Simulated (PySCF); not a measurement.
NICS in rings of unrelated molecules.

NICS = −σ at a ghost point: NICS(0) at the centroid of the ring atoms, NICS(1) 1 Å to either side along the normal of their mean plane, zz for the tensor component along that normal. Level: GIAO PBE0/pcSseg-1 (PySCF, non-relativistic, gas phase) on the GFN2-xTB geometries, one conformer each. Atom numbers follow the mapped SMILES.

**Question.** Order these rings by mean NICS(1)zz, lowest (most negative) first (ppm).
A. ring C4–C5–C6 in `[N:1]#[C:2][CH2:3][C@@H:4]1[CH2:5][C@@H:6]1[SiH2:7][PH2:8]`
B. ring C3–C4–C5 in `[OH:1][CH2:2][C@H:3]1[CH2:4][C:5]12[CH2:6][CH2:7][CH2:8][CH2:9][CH2:10]2`
C. ring N2–C3–C4–C9–N10 in `[CH3:1][n:2]1[cH:3][c:4]([S:5]([CH3:6])(=[O:7])=[O:8])[cH:9][n:10]1`
D. ring C2–C3–O4–C5–P9 in `[CH3:1][c:2]1[cH:3][o:4][c:5]([N:6]([CH3:7])[CH3:8])[p:9]1`
E. ring C2–N3–C4–N5–C6 in `[CH3:1][c:2]1[n:3][cH:4][nH:5][c:6]1[S:7]([CH3:8])(=[O:9])=[O:10]`
F. ring C3–N4–C5 in `[CH2:1]=[CH:2][C:3]1=[N:4][CH2:5]1`
G. ring C2–C3–C4–C5–C6–C7 in `[CH3:1][C@@H:2]1[CH2:3][C:4]2([CH2:5][CH2:6][C@H:7]1[OH:8])[CH2:9][CH2:10]2`

**Answer.** C (-29.1), E (-28.1), A (-22.3), B (-20.2), F (-19.1), D (-18.0), G (3.1).

```tsv
SMILES	ring	NICS(0)	NICS(1)	NICS(1)zz	HOMA	rms pucker (Å)	ring atoms with four or more neighbours
Cn1cc(S(C)(=O)=O)cn1	5-membered ring with 2 N; formal bonds all aromatic	-13.8	-11.8	-29.1	0.97	0.00	0
Cc1nc[nH]c1S(C)(=O)=O	5-membered ring with 2 N; formal bonds all aromatic	-12.8	-11.1	-28.1	0.94	0.00	0
N#CC[C@@H]1C[C@@H]1[SiH2]P	3-membered carbocycle; formal bonds all single	-44.8	-8.5	-22.3	–	0.00	3
OC[C@H]1CC12CCCCC2	3-membered carbocycle; formal bonds all single	-43.0	-8.3	-20.2	–	0.00	3
C=CC1=NC1	3-membered ring with N; formal bonds 1 double, 2 single	-31.9	-9.0	-19.1	–	0.00	1
Cc1coc(N(C)C)p1	5-membered ring with O and P; formal bonds all aromatic	-9.9	-8.5	-18.0	0.28	0.00	0
C[C@@H]1CC2(CC[C@H]1O)CC2	6-membered carbocycle; formal bonds all single	-2.8	-2.4	3.1	–	0.24	6
```

NICS(0) gives another order. The isotropic NICS(1) gives another order. HOMA uses Krygowski's 1993 parameters; it is left out where a ring has a four-coordinate atom, a triple bond, no multiple bond or a kind of bond without parameters. NICS(1) and NICS(1)zz are means over the two faces.
